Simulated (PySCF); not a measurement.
The numbers are results of PBE0-D3(BJ)/def2-TZVP // PBE0-D3(BJ)/def2-SVP run with PySCF 2.14.0, not measurements. All species are isolated molecules in the gas phase. One relaxed conformer stands for a flexible species; it need not be the lowest. Delta-SCF ions had no search for a lower state. Excitations are Tamm–Dancoff values on a coarser integration grid. The basis has no diffuse functions, so Rydberg states are missing or too high.

Reference species (SMILES): `C[O][Sn]([O]C)([O]C)[O]C` (neutral, multiplicity 1).

```yaml
T1 excitation (TDA): 4.41 eV
S1 oscillator strength: 0.000
S1 excitation (TDA): 4.80 eV
vertical ionisation energy (Delta-SCF): 9.55 eV
```

Changed species: `[O]([Sn]([SH])([O]C)[SH])C` (2 of 4 OCH3 replaced by SH; the reference has 0 of 4 OCH3 replaced by SH).

**Question.** Give the shifts of the T1 excitation (TDA), S1 oscillator strength, S1 excitation (TDA) and vertical ionisation energy (Delta-SCF).

**Answer.** the T1 excitation (TDA) falls by 0.28 eV, to 4.13 eV; the S1 oscillator strength stays essentially unchanged; the S1 excitation (TDA) falls by 0.24 eV, to 4.56 eV; the vertical ionisation energy (Delta-SCF) decreases by 0.09 eV, to 9.46 eV.
